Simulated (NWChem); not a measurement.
System: TaHO2Cl2; SMILES [O]=[Ta]([OH])([Cl])[Cl]

The following NWChem deck was run.

```
start job
memory heap 200 mb stack 900 mb global 1100 mb
geometry units angstroms
  Ta    -0.020590     0.228608    -0.084396
  O      1.261995     0.684020    -1.106460
  Cl     0.957222    -0.526658     1.764162
  Cl    -0.783442    -1.679383    -0.933702
  O     -1.303790     1.472960     0.211951
  H     -1.751848     2.316405     0.140861
end
basis spherical
  * library def2-svp
end
ecp
  Ta library def2-ecp
end
dft
  xc pbe0
  iterations 150
end
driver
  maxiter 120
end
task dft optimize
dft
  grid fine
  convergence energy 1d-8 density 1d-7
end
task dft freq numerical
```

Output (shortened):

```
             Northwest Computational Chemistry Package (NWChem) 7.3.0
             --------------------------------------------------------

 CS  symmetry detected

                             Geometry "geometry" -> ""
                             -------------------------

 Output coordinates in angstroms (scale by  1.889725989 to convert to a.u.)

  No.       Tag          Charge          X              Y              Z
 ---- ---------------- ---------- -------------- -------------- --------------
    1 Ta                  73.0000     0.25305497     0.04008031     0.00000000
    2 O                    8.0000     0.71622454     1.67791826     0.00000000
    3 Cl                  17.0000    -1.15940022    -0.15837085     1.70566381
    4 Cl                  17.0000    -1.15940022    -0.15837085    -1.70566381
    5 O                    8.0000     1.59072135    -1.18200165     0.00000000
    6 H                    1.0000     2.49102761    -1.50858673     0.00000000

 Effective nuclear repulsion energy (a.u.)    1111.3970226100

      Symmetry information
      --------------------

 Group name             Cs
 Group number              2
 Group order               2
 No. of unique centers     5

                                Z-matrix (autoz)
                                --------

 Units are Angstrom for bonds and degrees for angles

      Type          Name      I     J     K     L     M      Value
      ----------- --------  ----- ----- ----- ----- ----- ----------
    1 Stretch                  1     2                       1.70207
    2 Stretch                  1     3                       2.22344
    3 Stretch                  1     4                       2.22344
    4 Stretch                  1     5                       1.81186
    5 Stretch                  5     6                       0.95771
    6 Bend                     1     5     6               157.52359
    7 Bend                     2     1     3               104.99605
    8 Bend                     2     1     4               104.99605
    9 Bend                     2     1     5               116.62404
   10 Bend                     3     1     4               100.19320
   11 Bend                     3     1     5               114.12934
   12 Bend                     4     1     5               114.12934
   13 Torsion                  2     1     5     6           0.00000
   14 Torsion                  3     1     5     6        -122.79942
   15 Torsion                  4     1     5     6         122.79942

                           NWChem Geometry Optimization
                           ----------------------------

[...]

      ----------------------
      Optimization converged
      ----------------------

  Step       Energy      Delta E   Gmax     Grms     Xrms     Xmax
  ---- ---------------- -------- -------- -------- -------- --------
@    9   -1127.85447390 -4.1D-08  0.00003  0.00001  0.00032  0.00064
                                     ok       ok       ok       ok

                                Z-matrix (autoz)
                                --------

 Units are Angstrom for bonds and degrees for angles

[...]

 Rotational Constants
 --------------------
 A=   0.079353 cm-1  (  0.114168 K)
 B=   0.051352 cm-1  (  0.073883 K)
 C=   0.041376 cm-1  (  0.059530 K)

 Temperature                      =   298.15K
 frequency scaling parameter      =   1.0000

 Zero-Point correction to Energy  =   11.898 kcal/mol  (  0.018961 au)
 Thermal correction to Energy     =   16.370 kcal/mol  (  0.026087 au)
 Thermal correction to Enthalpy   =   16.962 kcal/mol  (  0.027031 au)

 Total Entropy                    =   87.839 cal/mol-K
   - Translational                =   42.809 cal/mol-K (mol. weight = 283.8833)
   - Rotational                   =   28.637 cal/mol-K (symmetry #  =        1)
   - Vibrational                  =   16.394 cal/mol-K

 Cv (constant volume heat capacity) =   21.892 cal/mol-K
   - Translational                  =    2.979 cal/mol-K
   - Rotational                     =    2.979 cal/mol-K
   - Vibrational                    =   15.934 cal/mol-K

[normal modes left out]

 ----------------------------------------------------------------------------
 Normal Eigenvalue ||           Projected Infra Red Intensities
  Mode   [cm**-1]  || [atomic units] [(debye/angs)**2] [(KM/mol)] [arbitrary]
 ------ ---------- || -------------- ----------------- ---------- -----------
    1       -0.000 ||    0.000158           0.004         0.154       0.027
    2       -0.000 ||    0.000260           0.006         0.254       0.045
    3        0.000 ||    0.000527           0.012         0.514       0.090
    4        0.000 ||    0.000614           0.014         0.599       0.105
    5        0.000 ||    0.000090           0.002         0.088       0.015
    6        0.000 ||    0.000671           0.015         0.654       0.115
    7      101.017 ||    0.002841           0.066         2.769       0.487
    8      137.797 ||    0.001518           0.035         1.480       0.260
    9      153.332 ||    0.000424           0.010         0.413       0.073
   10      209.855 ||    0.000038           0.001         0.037       0.006
   11      239.684 ||    0.024341           0.562        23.729       4.175
   12      395.095 ||    0.039001           0.900        38.020       6.689
   13      403.424 ||    0.009886           0.228         9.637       1.696
   14      452.189 ||    0.220711           5.092       215.160      37.856
   15      524.999 ||    0.164944           3.805       160.795      28.291
   16      752.628 ||    0.093555           2.158        91.202      16.046
   17     1029.254 ||    0.148962           3.437       145.215      25.549
   18     3927.776 ||    0.340919           7.865       332.345      58.473
 ----------------------------------------------------------------------------
```

Level: PBE0/def2-SVP with def2 effective core potentials on Ta. def2 effective core potentials on Ta; no spin-orbit coupling.
